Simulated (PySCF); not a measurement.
Solvent effects on NMR parameters

Structure with atom numbers: `[SiH3:1][N:2]=[P@:3]12[CH:4]=[CH:5][C@H:6]([CH:7]=[CH:8]1)[CH:9]=[CH:10]2`. Hydrogens are named by the atom that carries them.

GIAO PBE0/pcSseg-1 in PySCF 2.14 on one PBE0-D3(BJ)/def2-SVP conformer, non-relativistic, equivalent nuclei averaged. Solvents enter as an IEF-PCM continuum (chloroform with ε = 4.7, acetone with ε = 20.5) around the gas-phase geometry. Shifts are referred to TMS computed in the same medium.

Gas phase, δ in ppm: Si1 -70.1, C5/C7/C9 159.7, C4/C8/C10 146.4, C6 50.7, H(C5)/H(C7)/H(C9) 7.47, H(C4)/H(C8)/H(C10) 7.10, H(Si1) 5.02, H(C6) 4.33. Dipole moment 5.53 D.

(1) How does each δ change in the continuum?

(2) Which nuclei move most (in ppm), and what does the model miss?

Results:

(1) 
```
             atoms                        environment  Δδ, chloroform  Δδ, acetone
               Si1           silicon bonded to N, 3 H            -0.4         -0.3
          C5/C7/C9                          alkene CH            +3.1         +4.4
         C4/C8/C10                          alkene CH            -1.0         -1.5
                C6                     allylic sp3 CH            +1.4         +2.0
 H(C5)/H(C7)/H(C9)           hydrogen on an alkene CH           +0.26        +0.36
H(C4)/H(C8)/H(C10)           hydrogen on an alkene CH           +0.05        +0.05
            H(Si1)  hydrogen on a silicon bonded to N           -0.06        -0.08
             H(C6)      hydrogen on an allylic sp3 CH           +0.42        +0.59
```

Changes are relative to the gas phase. The dipole moment becomes 6.81 D in chloroform, 7.27 D in acetone.

(2) C5/C7/C9 (alkene CH, +4.4 ppm) in acetone. A continuum only polarises the solute; specific hydrogen bonds, the anisotropy of aromatic solvents and changes of geometry or conformer are outside it.
